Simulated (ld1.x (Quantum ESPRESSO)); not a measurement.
scandium, RRKJ: configuration errors across variants

- Element: Sc
- Generator: ld1.x (Quantum ESPRESSO) 7.5
- Type: norm-conserving RRKJ (Kleinman–Bylander form)
- Functional: BLYP
- Relativity: scalar-relativistic
- Frozen core: [Ne]
- Valence charge: 11
- Reference configuration: 3s2 3p6 3d0 4s0 4p0 (charge +3)
- Partial waves: 3p (bound): rc 1.10 bohr; 3d (bound, empty): rc 2.20 bohr; 3s (bound): rc 0.95 bohr
- Local potential: the s channel
- Core correction: Bessel-smoothed model core inside 0.60 bohr
- rho0: 0.001

All-electron excitation energies from the reference (eV): (1) 3s2 3p6 3d1 4s2 4p0 -44.600; (2) 3s2 3p6 3d1 4s1 4p0 -37.776; (3) 3s2 3p6 3d1 4s0 4p0 -24.869; (4) 3s2 3p6 3d0 4s2 4p0 -36.335; (5) 3s2 3p6 3d0 4s2 4p1 -41.070; (6) 3s2 3p6 3d1 4s0 4p2 -38.794; (7) 3s1 3p6 3d1 4s2 4p0 17.080.

Errors AE − PS in meV (a dash: test not solved or not reliable):

```tsv
change	(1)	(2)	(3)	(4)	(5)	(6)	(7)	bound ghosts
base	+239	+245	+229	+97	+86	+219	-56	none
all radii but the core radius scaled by about 0.76 (s 0.72, p 0.84, d 1.68 bohr)	+178	+146	+68	+240	+212	+80	+236	none
all radii but the core radius scaled by about 0.84 (s 0.80, p 0.92, d 1.86 bohr)	+163	+151	+112	+142	+127	+115	+79	none
all radii but the core radius scaled by about 0.91 (s 0.86, p 1.00, d 2.00 bohr)	+188	+185	+161	+110	+99	+157	+4.7	none
all radii but the core radius scaled by about 0.95 (s 0.90, p 1.04, d 2.10 bohr)	+200	+201	+181	+100	+89	+175	-22	none
all radii but the core radius scaled by about 1.04 (s 1.00, p 1.14, d 2.30 bohr)	+294	+303	+287	+102	+91	+275	-82	none
all radii but the core radius scaled by about 1.11 (s 1.06, p 1.22, d 2.44 bohr)	+367	+378	+357	+118	+105	+345	-98	none
all radii but the core radius scaled by about 1.16 (s 1.10, p 1.28, d 2.54 bohr)	+463	+474	+440	+149	+133	+430	-98	none
all radii but the core radius scaled by about 1.24 (s 1.18, p 1.36, d 2.72 bohr)	+644	+652	+592	+197	+177	+591	-90	none
all radii but the core radius scaled by about 1.39 (s 1.32, p 1.52, d 3.06 bohr)	+1149	+1116	+919	+436	+395	+973	+143	none
```

Task: Give the same row for: all radii but the core radius scaled by about 1.31 (s 1.24, p 1.44, d 2.88 bohr).

Result: +814, +812, +712, +270, +243, +726, -31; bound ghosts: none.
